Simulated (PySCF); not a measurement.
Molecule: C$_{5}$H$_{6}$N, charge 0, multiplicity 2. It need not be the lowest isomer of its formula. SMILES: Cc1cc[c][nH]1
Structure (B3LYP-D3(BJ)/def2-TZVP (Ansatz) minimum search):
```
C
C 1 1.3735
H 2 1.0785 1 125.32
N 1 1.3876 2 106.76 3 180.00
H 4 1.0040 1 125.68 2 -180.00
C 4 1.3573 5 125.92 1 -180.00
C 6 1.3599 4 111.24 5 180.00
H 7 1.0753 6 127.94 4 -180.00
C 1 1.4883 2 131.43 3 0.00
H 9 1.0894 1 109.48 2 0.00
H 9 1.0941 10 107.66 1 -122.09
H 9 1.0941 10 107.66 11 -115.83
```
Charge 0, spin multiplicity 2.

Dispersion corrections to the total energy (kcal/mol) from the dftd3 and dftd4 libraries through PySCF: D3(BJ) without and D4 with the three-body term, each with the damping fitted for the functional named.

```tsv
functional	D3(BJ)	D4
PBE	-6.22	-6.17
BLYP	-13.04	…
PBE0	-5.29	-5.15
PW6B95	-2.93	-5.43
TPSSh	…	-7.58
CAM-B3LYP	-4.65	-5.13
BHLYP	…	-6.85
```

Q: What belongs in the gaps?

A: 
- BLYP, D4: -13.90
- TPSSh, D3(BJ): -7.07
- BHLYP, D3(BJ): -8.13
